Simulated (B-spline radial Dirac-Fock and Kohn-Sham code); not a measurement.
## Photoelectron lines of Ni⁹⁺ at Mg Kα (1253.6 eV)

System: the Ni⁹⁺ ion in the configuration [Ar] 3d1.

Input of the calculation (task.json; shells as n, l, electrons):

```json
{"items": [{
  "Z": 28,
  "q": 9,
  "cfg": [[1, 0, 2], [2, 0, 2], [2, 1, 6], [3, 0, 2], [3, 1, 6], [3, 2, 1]],
  "A": 58,
  "rrms": 3.7757,
  "do": ["binding", "quiet", "photo"],
  "hv": [34.9, 40.81, 114.0, 150, 282.0, 284.0, 600, 757.0, 800, 1253.6, 2000, 6730.0, 7920.0, 9251.7, 37700.0, 40000]
}]}
```

Launch: `python xray_run.py task.json out`

Model: independent-particle photoionisation in a Dirac-Hartree-Slater potential with a Latter tail, all multipoles, thresholds from Dirac-Fock ΔSCF. Program: a radial B-spline solver. The asymmetry parameter β is from the dipole term alone. Kinetic energies are from the vacuum level. Open shells are spread statistically over j, without multiplet splitting.

| subshell | electrons | binding (eV) | kinetic (eV) | σ (kb) | β |
| --- | --- | --- | --- | --- | --- |
| 2p1/2 | 2 | 1133.0 | 120.6 | 166 | 1.34 |
| 2p3/2 | 4 | 1115.8 | 137.8 | 322 | 1.36 |
| 3s | 2 | 337.4 | 916.2 | 21.2 | 2.00 |
| 3p1/2 | 2 | 288.9 | 964.7 | 20.2 | 1.55 |
| 3p3/2 | 4 | 286.1 | 967.5 | 39.4 | 1.57 |
| 3d3/2 | 0.4 | 223.1 | 1030.5 | 0.975 | 1.02 |
| 3d5/2 | 0.6 | 222.7 | 1030.9 | 1.44 | 1.01 |

Branching ratios of the spin-orbit partners (statistical value in brackets): 2p 1.94 (2.00), 3p 1.95 (2.00), 3d 1.47 (1.50).
